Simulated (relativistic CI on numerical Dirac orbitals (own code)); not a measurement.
## Electric-dipole lines of Rb4+

Computed by Dirac-Coulomb-Breit CI, separate exchange-only KLI orbitals for each configuration, a model potential for QED, valence Slater integrals scaled by 0.85, P86 correlation energy added to each configuration (own radial code, finite nucleus).

Configuration list (outside the closed core [Ar] 3d10): 4s2 4p3, 4s 4p4, 4s2 4p2 4d, 4p5, 4s 4p3 4d, 4s2 4p2 4f, 4s2 4p2 5s, 4s2 4p2 5p, 4s 4p3 4f, 4s2 4p2 5d, 4s2 4p2 6s, 4s2 4p2 6p, 4p4 4d, 4s2 4p 4d2, 4s2 4d3, 4s 4p 4d3, 4s2 4d2 4f, 4s2 4d2 5s, 4s2 4d2 5p, 4s2 4p 4f2, 4s2 4d 4f2, 4s 4p 4d 4f2, 4s2 4f3, 4s2 4f2 5s, 4s2 4f2 5p. Double excitations out of closed p, d and f shells are left out; levels of such configurations are missing from the list, as are those of other unlisted configurations, and high levels can miss mixing partners. These lack a partner that the ground configuration has and come out too high: 4s 4p3 4f, 4s2 4p2 5d, 4s2 4p2 6s, 4s2 4p2 6p.

| λ vac (Å) | Lower | Upper | A (s⁻¹) | log gf | S velocity/length |
| --- | --- | --- | --- | --- | --- |
| 391.70 | 4s 4p4 2D_3/2 [9] | 4s 4p3 4d 2F°_5/2 [198] | 3.18e+10 | 0.64 | 0.75 |
| 392.99 | 4s 4p4 2D_5/2 [10] | 4s 4p3 4d 2F°_7/2 [199] | 3.26e+10 | 0.78 | 0.76 |
| 394.73 | 4s2 4p3 2D°_3/2 [2] | 4s2 4p2 4d 2F_5/2 [36] | 4.21e+10 | 0.77 | 0.88 |
| 395.20 | 4s2 4p3 2D°_5/2 [3] | 4s2 4p2 4d 2F_7/2 [39] | 6.47e+10 | 1.08 | 0.87 |
| 395.93 | 4s2 4p3 4S°_3/2 [1] | 4s2 4p2 4d 2D_3/2 [30] | 2.39e+10 | 0.35 | 0.87 |
| 396.17 | 4s 4p4 4P_5/2 [6] | 4s 4p3 4d 4D°_7/2 [135] | 1.60e+10 | 0.48 | 0.78 |
| 396.68 | 4s2 4p3 4S°_3/2 [1] | 4s2 4p2 4d 4P_1/2 [29] | 5.21e+10 | 0.39 | 0.87 |
| 398.79 | 4s2 4p3 2D°_5/2 [3] | 4s2 4p2 4d 2F_5/2 [36] | 1.85e+10 | 0.42 | 0.87 |
| 399.51 | 4s2 4p3 4S°_3/2 [1] | 4s2 4p2 4d 4P_3/2 [28] | 3.20e+10 | 0.49 | 0.87 |
| 400.59 | 4s2 4p3 2D°_3/2 [2] | 4s2 4p2 4d 2D_3/2 [35] | 3.58e+10 | 0.54 | 0.87 |
| 402.01 | 4s2 4p3 4S°_3/2 [1] | 4s2 4p2 4d 4P_5/2 [27] | 5.28e+10 | 0.89 | 0.87 |
| 402.83 | 4s2 4p3 2D°_3/2 [2] | 4s2 4p2 4d 2D_5/2 [33] | 1.77e+10 | 0.41 | 0.87 |
| 402.88 | 4s2 4p3 2P°_1/2 [4] | 4s2 4p2 4d 2D_3/2 [41] | 4.04e+10 | 0.59 | 0.89 |
| 406.62 | 4s2 4p3 2P°_3/2 [5] | 4s2 4p2 4d 2D_5/2 [44] | 3.74e+10 | 0.75 | 0.88 |
| 407.05 | 4s2 4p3 2D°_5/2 [3] | 4s2 4p2 4d 2D_5/2 [33] | 2.44e+10 | 0.56 | 0.86 |
| 411.00 | 4s 4p4 4P_5/2 [6] | 4s 4p3 4d 4P°_5/2 [115] | 2.42e+10 | 0.57 | 0.69 |
| 426.49 | 4s 4p4 4P_5/2 [6] | 4s2 4p2 4f 4D°_7/2 [104] | 2.36e+10 | 0.71 | 0.71 |
| 430.29 | 4s 4p4 2D_5/2 [10] | 4s 4p3 4d 2F°_7/2 [166] | 1.91e+10 | 0.63 | 0.80 |
| 573.52 | 4s2 4p2 4d 4F_7/2 [16] | 4s2 4p2 4f 4G°_9/2 [124] | 1.23e+10 | 0.78 | 0.82 |
| 576.45 | 4s2 4p2 4d 4F_9/2 [17] | 4s2 4p2 4f 4G°_11/2 [130] | 1.29e+10 | 0.89 | 0.83 |

Terms are leading LS components. Brackets give the number of a level in order of energy, since labels repeat. The list gives strong lines, with weight on those to low levels, among the lowest 200 of 2296 levels, so that lines to higher ones, which can be the strongest, are missing, and without 2 lines that miss the measured interval by over 7 %, start from a term whose rates miss tabulated ones by over 60 %, have gauges far apart or, lacking measured levels, span too small a gap for the errors found; lines with a level outside our table were not tested and can miss by more. Levels whose partners in the same complex of configurations lie outside the list can be far off, and so can their lines. Rates are taken at the computed energies, electric ones in the length gauge. A velocity-to-length ratio far from 1 marks an uncertain rate.

At this charge configurations can still be misplaced by up to about 7 % of their energy. 16 of the 19 excited levels that our extract of the measured tables holds in this range could be paired (the sources list more); they are missed by 7509 cm⁻¹ on average and 16281 at most, and levels without a partner can miss by more.

LS names give the leading component of a level, which can be under half, so a name can repeat, a term be missing and a line seem to break the LS rules.
